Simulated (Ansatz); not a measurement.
Start from `FCC[SiH2]Cl` and change one atom or group to get `BCC[SiH2]Cl`.

Ansatz, PBE0-D4/def2-TZVP geometries, multiplicity 1. Each molecule was computed in one conformer, which needn't be the lowest.

| property | `FCC[SiH2]Cl` |
| --- | --- |
| HOMO–LUMO gap (PBE/def2-TZVPP) / eV | 6.73 |
| size of the dipole moment (B3LYP/def2-TZVPP) / D | 2.36 |
| size of the dipole moment (PBE/def2-TZVPP) / D | 2.26 |
| HOMO energy (PBE0/def2-TZVPP) / eV | -8.71 |
| HOMO energy (ωB97M-V/def2-TZVPP) / eV | -10.94 |
| HOMO–LUMO gap (ωB97M-V/def2-TZVPP) / eV | 12.97 |

Task: Give the same properties after the change, and the shifts. (Estimate.)

Result: Computed: 
```
                                        property  `BCC[SiH2]Cl`  shift
             HOMO–LUMO gap (PBE/def2-TZVPP) / eV           4.52  -2.21
size of the dipole moment (B3LYP/def2-TZVPP) / D           1.49  -0.87
  size of the dipole moment (PBE/def2-TZVPP) / D           1.38  -0.88
              HOMO energy (PBE0/def2-TZVPP) / eV          -8.27   0.44
           HOMO energy (ωB97M-V/def2-TZVPP) / eV         -10.49   0.45
         HOMO–LUMO gap (ωB97M-V/def2-TZVPP) / eV          10.96  -2.01
```

With PBE0 the HOMO rises by 0.44 eV and the LUMO falls by 1.71 eV, so the gap narrows by about 2.15 eV. PBE moves the HOMO by 0.36 eV and ωB97M-V by 0.45 eV. Dipoles are sizes alone; their direction can turn.

B3LYP here is the variant with VWN-RPA as its local correlation; programs differ in this.
